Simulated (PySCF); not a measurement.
C2H5FO2Si, SMILES C(O[Si@H](C)F)=O. The structure is a stationary point at PBE-D3(BJ)/def2-SVP. The structure was generated by enumeration; whether it is a known compound was not checked. The values are those of a single conformer.

**Question.** Give the equilibrium geometry at PBE-D3(BJ)/def2-SVP (PySCF confirms it by a frequency run) as bond lengths and angles. (Estimate from the structure and the level; the computed values follow.)

**Answer.** This is not unique; one that fits is 
Atoms: C1 Si2 F3 O4 C5 O6 H7 H8 H9 H10 H11. Bonded distances (Å): C1–Si2 1.856, C1–H7 1.108, C1–H8 1.109, C1–H9 1.109, Si2–F3 1.633, Si2–O4 1.737, Si2–H10 1.492, O4–C5 1.342, C5–O6 1.215, C5–H11 1.120. Angles (°): Si2–C1–H7 109.5, Si2–C1–H8 110.9, Si2–C1–H9 110.3, H7–C1–H8 109.0, H7–C1–H9 108.8, H8–C1–H9 108.4, C1–Si2–F3 109.9, C1–Si2–O4 111.1, C1–Si2–H10 116.7, F3–Si2–O4 101.4, F3–Si2–H10 107.6, O4–Si2–H10 109.1, Si2–O4–C5 117.4, O4–C5–O6 124.5, O4–C5–H11 111.0, O6–C5–H11 124.5.
